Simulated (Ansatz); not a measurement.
Program: Ansatz 0.2.0.

A structure relaxed at PBE0-D4/def2-TZVP, charge 0, multiplicity 1:

Cartesian coordinates in Å:
```
O -1.638 0.316 2.180
C -1.074 0.182 1.144
Se 0.303 -1.162 0.888
C 0.793 -0.784 -0.976
O 1.003 -1.673 -1.734
S 0.939 0.911 -1.483
H -1.288 0.767 0.231
H 0.960 1.441 -0.251
```

Q: Give its formula and SMILES.

A: C2H2O2SSe, `O=C[Se]C(=O)S`.

Q: Summarise the bond lengths by kind.

A: 2 × C–O 1.187 to 1.188 Å; 2 × C–Se 1.942 to 1.963 Å; 1 × C–H 1.105 Å; 1 × C–S 1.775 Å; 1 × H–S 1.341 Å.
